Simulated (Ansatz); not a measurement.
Ansatz (a first-principles code) input (B3LYP-D3(BJ)/def2-TZVP):

Ansatz 0.2 input:
```yaml
crystal:
  periodic: [false, false, false]
  atoms:
    - {symbol: Ir, position_ang: [-0.18626298, 0.02716811, 0.01446061]}
    - {symbol: O, position_ang: [1.50725668, 0.00736152, 0.01210268]}
    - {symbol: O, position_ang: [-0.66314762, 1.54393863, -0.01845513]}
    - {symbol: O, position_ang: [-0.69809077, -1.47817663, 0.04874969]}
basis:
  gaussian:
    orbitals: def2-TZVP
hamiltonian:
  xc: b3lyp
  dispersion: d3bj
magnetization: {spin_polarized: true, initial_magnetization: 1}
relax: {f_tol: 0.002, max_steps: 150}
```

Output:

```
Functional definition: B3LYP
integrals: 0.05 GiB planned
845 factors; their error is unknown
mean field: 0.61 GiB planned
mean field evaluation 1: about -8962.2851 eV, gradient 7.8e1 eV
mean field evaluation 2: about -8824.7360 eV, gradient 2.0e2 eV
mean field evaluation 4: about -8978.7328 eV, gradient 2.7e1 eV
mean field evaluation 8: about -8981.1678 eV, gradient 5.3e-1 eV
mean field evaluation 16: about -8981.1965 eV, gradient 7.5e-4 eV
mean field -8981.19647561 eV, -330.0528828050 hartree, gradient 2.9e-5 eV, S^2 0.755702; 2 other end points of the search recorded, 0 dependent functions left out
the calculation of the forces begins
reference -8981.19668792 eV, -330.0528906074 hartree; 21, 20 occupied and 112, 113 virtual orbitals, 845 factors
relax step   1: F+E_penalty+E_count = -8981.32863622 eV  Δ(F+E_penalty+E_count) = +0.000e0 eV  max|allowed force component| = 8.325e0 eV/Å  Δτ_max = 0.0000 Å  (61 SCF iters, accepted)
these checks for a lower state are left out or cut short: starts, cluster_reference, orbital_swaps, neighbouring_geometries, increment
integrals: 0.05 GiB planned
845 factors; their error is unknown
mean field: 0.60 GiB planned
mean field evaluation 32: about -8982.2519 eV, gradient 1.0e-1 eV
mean field -8982.25196135 eV, -330.0916711907 hartree, gradient 1.7e-5 eV, S^2 0.757300; 0 other end points of the search recorded, 0 dependent functions left out
the calculation of the forces begins
reference -8982.25217606 eV, -330.0916790809 hartree; 21, 20 occupied and 112, 113 virtual orbitals, 845 factors
relax step   2: F+E_penalty+E_count = -8982.38126045 eV  Δ(F+E_penalty+E_count) = -1.053e0 eV  max|allowed force component| = 1.104e0 eV/Å  Δτ_max = 0.0969 Å  (69 SCF iters, accepted)
these checks for a lower state are left out or cut short: starts, cluster_reference, orbital_swaps, neighbouring_geometries, increment
integrals: 0.05 GiB planned
845 factors; their error is unknown
mean field: 0.60 GiB planned
mean field -8982.29335023 eV, -330.0931922038 hartree, gradient 3.8e-6 eV, S^2 0.757246; 0 other end points of the search recorded, 0 dependent functions left out
the calculation of the forces begins
reference -8982.29356471 eV, -330.0932000858 hartree; 21, 20 occupied and 112, 113 virtual orbitals, 845 factors
relax step   3: F+E_penalty+E_count = -8982.42233303 eV  Δ(F+E_penalty+E_count) = -4.107e-2 eV  max|allowed force component| = 3.664e-1 eV/Å  Δτ_max = 0.0336 Å  (72 SCF iters, accepted)
these checks for a lower state are left out or cut short: starts, cluster_reference, orbital_swaps, neighbouring_geometries, increment
integrals: 0.05 GiB planned
845 factors; their error is unknown
mean field: 0.60 GiB planned
mean field evaluation 64: about -8982.1988 eV, gradient 7.7e-1 eV
mean field -8982.20227823 eV, -330.0898453697 hartree, gradient 6.6e-6 eV, S^2 0.802386; 1 other end points of the search recorded, 0 dependent functions left out
the calculation of the forces begins
reference -8982.20249136 eV, -330.0898532019 hartree; 21, 20 occupied and 112, 113 virtual orbitals, 845 factors
relax step   4: F+E_penalty+E_count = -8982.33159573 eV  Δ(F+E_penalty+E_count) = +9.074e-2 eV  max|allowed force component| = 1.813e0 eV/Å  Δτ_max = 0.1278 Å  (150 SCF iters, rejected (line search))
these checks for a lower state are left out or cut short: starts, cluster_reference, orbital_swaps, neighbouring_geometries, increment
integrals: 0.05 GiB planned
845 factors; their error is unknown
mean field: 0.60 GiB planned
mean field evaluation 96: about -8982.2911 eV, gradient 2.3e-5 eV
mean field -8982.29113520 eV, -330.0931108031 hartree, gradient 5.1e-7 eV, S^2 0.756893; 0 other end points of the search recorded, 0 dependent functions left out
the calculation of the forces begins
reference -8982.29134870 eV, -330.0931186489 hartree; 21, 20 occupied and 112, 113 virtual orbitals, 845 factors
relax step   5: F+E_penalty+E_count = -8982.42031937 eV  Δ(F+E_penalty+E_count) = +2.014e-3 eV  max|allowed force component| = 5.860e-1 eV/Å  Δτ_max = 0.0639 Å  (111 SCF iters, rejected (line search))
these checks for a lower state are left out or cut short: starts, cluster_reference, orbital_swaps, neighbouring_geometries, increment
integrals: 0.05 GiB planned
[...]
relax step   9: F+E_penalty+E_count = -8982.43375136 eV  Δ(F+E_penalty+E_count) = -1.166e-3 eV  max|allowed force component| = 3.784e-1 eV/Å  Δτ_max = 0.0206 Å  (79 SCF iters, accepted)
these checks for a lower state are left out or cut short: starts, cluster_reference, orbital_swaps, neighbouring_geometries, increment
integrals: 0.05 GiB planned
845 factors; their error is unknown
mean field: 0.60 GiB planned
mean field -8982.30544229 eV, -330.0936365790 hartree, gradient 8.1e-7 eV, S^2 0.760827; 0 other end points of the search recorded, 0 dependent functions left out
the calculation of the forces begins
reference -8982.30565615 eV, -330.0936444381 hartree; 21, 20 occupied and 112, 113 virtual orbitals, 845 factors
relax step  10: F+E_penalty+E_count = -8982.43444083 eV  Δ(F+E_penalty+E_count) = -6.895e-4 eV  max|allowed force component| = 1.893e-1 eV/Å  Δτ_max = 0.0261 Å  (118 SCF iters, accepted)
these checks for a lower state are left out or cut short: starts, cluster_reference, orbital_swaps, neighbouring_geometries, increment
integrals: 0.05 GiB planned
845 factors; their error is unknown
mean field: 0.60 GiB planned
mean field evaluation 192: about -8982.2891 eV, gradient 4.8e-5 eV
mean field -8982.28908936 eV, -330.0930356197 hartree, gradient 4.8e-5 eV, S^2 0.838261; 0 other end points of the search recorded, 0 dependent functions left out
the calculation of the forces begins
reference -8982.28930299 eV, -330.0930434707 hartree; 21, 20 occupied and 112, 113 virtual orbitals, 845 factors
relax step  11: F+E_penalty+E_count = -8982.41805337 eV  Δ(F+E_penalty+E_count) = +1.639e-2 eV  max|allowed force component| = 5.030e-1 eV/Å  Δτ_max = 0.0909 Å  (73 SCF iters, rejected (line search))
these checks for a lower state are left out or cut short: starts, cluster_reference, orbital_swaps, neighbouring_geometries, increment
integrals: 0.05 GiB planned
845 factors; their error is unknown
mean field: 0.60 GiB planned
mean field -8982.29548194 eV, -330.0932705427 hartree, gradient 1.0e-5 eV, S^2 0.759186; 0 other end points of the search recorded, 0 dependent functions left out
the calculation of the forces begins
reference -8982.29569631 eV, -330.0932784207 hartree; 21, 20 occupied and 112, 113 virtual orbitals, 845 factors
relax step  12: F+E_penalty+E_count = -8982.42440715 eV  Δ(F+E_penalty+E_count) = +1.003e-2 eV  max|allowed force component| = 3.562e-1 eV/Å  Δτ_max = 0.0444 Å  (72 SCF iters, rejected (line search))
these checks for a lower state are left out or cut short: starts, cluster_reference, orbital_swaps, neighbouring_geometries, increment
integrals: 0.05 GiB planned
845 factors; their error is unknown
mean field: 0.60 GiB planned
mean field -8982.30644790 eV, -330.0936735344 hartree, gradient 1.7e-5 eV, S^2 0.778444; 0 other end points of the search recorded, 0 dependent functions left out
the calculation of the forces begins
reference -8982.30666177 eV, -330.0936813939 hartree; 21, 20 occupied and 112, 113 virtual orbitals, 845 factors
relax step  13: F+E_penalty+E_count = -8982.43543540 eV  Δ(F+E_penalty+E_count) = -9.946e-4 eV  max|allowed force component| = 3.664e-1 eV/Å  Δτ_max = 0.0179 Å  (73 SCF iters, accepted)
these checks for a lower state are left out or cut short: starts, cluster_reference, orbital_swaps, neighbouring_geometries, increment
integrals: 0.05 GiB planned
845 factors; their error is unknown
mean field: 0.60 GiB planned
mean field evaluation 224: about -8982.3070 eV, gradient 1.8e-5 eV
mean field -8982.30698028 eV, -330.0936930990 hartree, gradient 1.8e-5 eV, S^2 0.850492; 0 other end points of the search recorded, 0 dependent functions left out
the calculation of the forces begins
reference -8982.30719362 eV, -330.0937009392 hartree; 21, 20 occupied and 112, 113 virtual orbitals, 845 factors
relax step  14: F+E_penalty+E_count = -8982.43596838 eV  Δ(F+E_penalty+E_count) = -5.330e-4 eV  max|allowed force component| = 5.666e-1 eV/Å  Δτ_max = 0.0562 Å  (71 SCF iters, accepted)
these checks for a lower state are left out or cut short: starts, cluster_reference, orbital_swaps, neighbouring_geometries, increment
integrals: 0.05 GiB planned
845 factors; their error is unknown
mean field: 0.60 GiB planned
mean field -8982.29876231 eV, -330.0933910939 hartree, gradient 2.5e-5 eV, S^2 0.863472; 0 other end points of the search recorded, 0 dependent functions left out
the calculation of the forces begins
reference -8982.29897578 eV, -330.0933989389 hartree; 21, 20 occupied and 112, 113 virtual orbitals, 845 factors
relax step  15: F+E_penalty+E_count = -8982.42762800 eV  Δ(F+E_penalty+E_count) = +8.340e-3 eV  max|allowed force component| = 1.113e0 eV/Å  Δτ_max = 0.0226 Å  (55 SCF iters, rejected (line search))
these checks for a lower state are left out or cut short: starts, cluster_reference, orbital_swaps, neighbouring_geometries, increment
integrals: 0.05 GiB planned
845 factors; their error is unknown
mean field: 0.60 GiB planned
mean field -8982.31139524 eV, -330.0938553458 hartree, gradient 2.5e-5 eV, S^2 0.851637; 0 other end points of the search recorded, 0 dependent functions left out
the calculation of the forces begins
reference -8982.31160863 eV, -330.0938631875 hartree; 21, 20 occupied and 112, 113 virtual orbitals, 845 factors
relax step  16: F+E_penalty+E_count = -8982.44034705 eV  Δ(F+E_penalty+E_count) = -4.379e-3 eV  max|allowed force component| = 2.381e-1 eV/Å  Δτ_max = 0.0110 Å  (51 SCF iters, accepted)
these checks for a lower state are left out or cut short: starts, cluster_reference, orbital_swaps, neighbouring_geometries, increment
integrals: 0.05 GiB planned
845 factors; their error is unknown
mean field: 0.60 GiB planned
mean field -8982.31256621 eV, -330.0938983781 hartree, gradient 2.2e-5 eV, S^2 0.871796; 0 other end points of the search recorded, 0 dependent functions left out
the calculation of the forces begins
reference -8982.31277938 eV, -330.0939062118 hartree; 21, 20 occupied and 112, 113 virtual orbitals, 845 factors
relax step  17: F+E_penalty+E_count = -8982.44149422 eV  Δ(F+E_penalty+E_count) = -1.147e-3 eV  max|allowed force component| = 2.607e-1 eV/Å  Δτ_max = 0.0307 Å  (55 SCF iters, accepted)
these checks for a lower state are left out or cut short: starts, cluster_reference, orbital_swaps, neighbouring_geometries, increment
integrals: 0.05 GiB planned
845 factors; their error is unknown
mean field: 0.60 GiB planned
mean field -8982.31367823 eV, -330.0939392441 hartree, gradient 2.5e-5 eV, S^2 0.872856; 0 other end points of the search recorded, 0 dependent functions left out
the calculation of the forces begins
reference -8982.31389142 eV, -330.0939470788 hartree; 21, 20 occupied and 112, 113 virtual orbitals, 845 factors
relax step  18: F+E_penalty+E_count = -8982.44257037 eV  Δ(F+E_penalty+E_count) = -1.076e-3 eV  max|allowed force component| = 5.187e-2 eV/Å  Δτ_max = 0.0111 Å  (50 SCF iters, accepted)
these checks for a lower state are left out or cut short: starts, cluster_reference, orbital_swaps, neighbouring_geometries, increment
integrals: 0.05 GiB planned
845 factors; their error is unknown
mean field: 0.60 GiB planned
mean field evaluation 256: about -8982.2851 eV, gradient 4.4e-3 eV
mean field -8982.31376787 eV, -330.0939425382 hartree, gradient 1.9e-5 eV, S^2 0.874127; 0 other end points of the search recorded, 0 dependent functions left out
the calculation of the forces begins
reference -8982.31398107 eV, -330.0939503734 hartree; 21, 20 occupied and 112, 113 virtual orbitals, 845 factors
relax step  19: F+E_penalty+E_count = -8982.44263271 eV  Δ(F+E_penalty+E_count) = -6.235e-5 eV  max|allowed force component| = 1.935e-2 eV/Å  Δτ_max = 0.0029 Å  (50 SCF iters, accepted)
these checks for a lower state are left out or cut short: starts, cluster_reference, orbital_swaps, neighbouring_geometries, increment
integrals: 0.05 GiB planned
845 factors; their error is unknown
mean field: 0.60 GiB planned
mean field -8982.31375334 eV, -330.0939420043 hartree, gradient 2.0e-5 eV, S^2 0.874039; 0 other end points of the search recorded, 0 dependent functions left out
the calculation of the forces begins
reference -8982.31396655 eV, -330.0939498395 hartree; 21, 20 occupied and 112, 113 virtual orbitals, 845 factors
relax step  20: F+E_penalty+E_count = -8982.44262023 eV  Δ(F+E_penalty+E_count) = +1.248e-5 eV  max|allowed force component| = 1.511e-2 eV/Å  Δτ_max = 0.0018 Å  (49 SCF iters, rejected (line search))
these checks for a lower state are left out or cut short: starts, cluster_reference, orbital_swaps, neighbouring_geometries, increment
integrals: 0.05 GiB planned
845 factors; their error is unknown
mean field: 0.60 GiB planned
mean field -8982.31376996 eV, -330.0939426150 hartree, gradient 1.9e-5 eV, S^2 0.874005; 0 other end points of the search recorded, 0 dependent functions left out
the calculation of the forces begins
reference -8982.31398316 eV, -330.0939504502 hartree; 21, 20 occupied and 112, 113 virtual orbitals, 845 factors
relax step  21: F+E_penalty+E_count = -8982.44263800 eV  Δ(F+E_penalty+E_count) = -5.284e-6 eV  max|allowed force component| = 1.076e-3 eV/Å  Δτ_max = 0.0008 Å  (50 SCF iters, accepted)
integrals: 0.05 GiB planned
845 factors; their error is unknown
mean field: 0.60 GiB planned
mean field evaluation 288: about -8982.2844 eV, gradient 2.6e-1 eV
mean field -8982.31376996 eV, -330.0939426150 hartree, gradient 2.1e-5 eV, S^2 0.874005; 3 other end points of the search recorded, 0 dependent functions left out
the calculation of the forces begins
reference -8982.31398316 eV, -330.0939504502 hartree; 21, 20 occupied and 112, 113 virtual orbitals, 845 factors
Total energy: -8982.44285120 eV, -330.0986862632 hartree
Atom 0 at    -0.046125    -0.035148     0.015619 Å, force    -0.000212    -0.001076     0.000025 eV/Å
Atom 1 at     1.676386     0.091008     0.011786 Å, force     0.000442     0.000002    -0.000000 eV/Å
Atom 2 at    -0.760662     1.536642    -0.020148 Å, force    -0.000398     0.000763    -0.000017 eV/Å
Atom 3 at    -0.909844    -1.492210     0.049600 Å, force     0.000167     0.000311    -0.000007 eV/Å
Dipole moment:    -0.067543    -0.113139     0.002639 e Å
```

The spin state was set by rule; other spins were not relaxed.

The determinant is spin-contaminated: <S^2> is 0.87 against 0.75 for a pure state.
